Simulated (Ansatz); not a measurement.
Two members of one family (Series (H2AlX)2), computed with Ansatz in the gas phase. The two geometries come from different levels. Binding counts from free atoms in the multiplicity of their measured ground term, without zero-point energy. A dash marks a value that wasn't run or was left out as unsound. The structures are stationary points that may keep the symmetry of their start. Remarks come from the PBE and PBE0 runs and from stability tests at other levels; not every state was tested. HOMO above LUMO (over both spins in singlets and doublets, within one spin in higher multiplets; at PBE or PBE0), or a gap under 0.15 eV within one spin, warns that the state may not be the lowest or that an electron is smeared out.

First: (H2Al-mu-OH)2 (singlet, charge 0, r2SCAN-D4/def2-SVP geometry).

Cartesian coordinates in Å:
```
Al -1.1112 -0.1774 -0.8853
H -1.2618 0.7924 -2.1342
H -2.1542 -1.3382 -0.5872
O -0.6791 0.6981 0.7123
Al 1.1113 0.1778 0.8853
H 1.2628 -0.7923 2.1339
H 2.1541 1.3382 0.5863
O 0.6781 -0.6982 -0.7116
H -1.2864 0.8593 1.4425
H 1.2863 -0.8597 -1.4420
```

```json
{"level": "PBE-D4/def2-SVP", "HOMO (eV)": "-6.39", "LUMO (eV)": "-1.07", "gap (eV)": "5.32", "vertical triplet (eV)": "–", "binding per atom (eV)": "3.39"}
{"level": "PBE-D4/def2-TZVP", "HOMO (eV)": "-6.48", "LUMO (eV)": "-1.37", "gap (eV)": "5.11", "vertical triplet (eV)": "5.04", "binding per atom (eV)": "3.36"}
{"level": "revPBE-D4/def2-TZVP", "HOMO (eV)": "-6.46", "LUMO (eV)": "-1.26", "gap (eV)": "5.21", "vertical triplet (eV)": "–", "binding per atom (eV)": "3.29"}
{"level": "BLYP-D4/def2-TZVP", "HOMO (eV)": "-6.41", "LUMO (eV)": "-1.29", "gap (eV)": "5.12", "vertical triplet (eV)": "–", "binding per atom (eV)": "3.36"}
{"level": "r2SCAN-D4/def2-TZVP", "HOMO (eV)": "-6.81", "LUMO (eV)": "-0.87", "gap (eV)": "5.94", "vertical triplet (eV)": "5.47", "binding per atom (eV)": "3.41"}
```

Second: (H2Al-mu-SH)2 (singlet, charge 0, B3LYP-D4/def2-SVP geometry).

```xyz
10

Al   -0.4512    0.0700   -1.5854
H    -0.6847    1.5394   -2.1188
H    -0.6002   -1.2786   -2.3903
S    -1.6934   -0.2102    0.4490
Al    0.4447   -0.6670    1.4419
H     0.7054    0.3946    2.5839
H     0.5634   -2.2362    1.5454
S     1.6904   -0.0160   -0.5040
H    -1.7328    1.1016    0.7809
H     1.7583    1.3024   -0.2025
```

Estimate the same table for the second.


| level | HOMO (eV) | LUMO (eV) | gap (eV) | vertical triplet (eV) | binding per atom (eV) |
| --- | --- | --- | --- | --- | --- |
| PBE-D4/def2-SVP | -7.17 | -1.34 | 5.83 | – | 2.85 |
| PBE-D4/def2-TZVP | -7.15 | -1.52 | 5.62 | 5.53 | 2.84 |
| revPBE-D4/def2-TZVP | -7.12 | -1.43 | 5.69 | – | 2.81 |
| BLYP-D4/def2-TZVP | -7.01 | -1.41 | 5.60 | – | 2.81 |
| r2SCAN-D4/def2-TZVP | -7.47 | -1.25 | 6.22 | 5.86 | 2.89 |

Remarks: gap within one spin near zero at PBE or PBE0 (triplet).
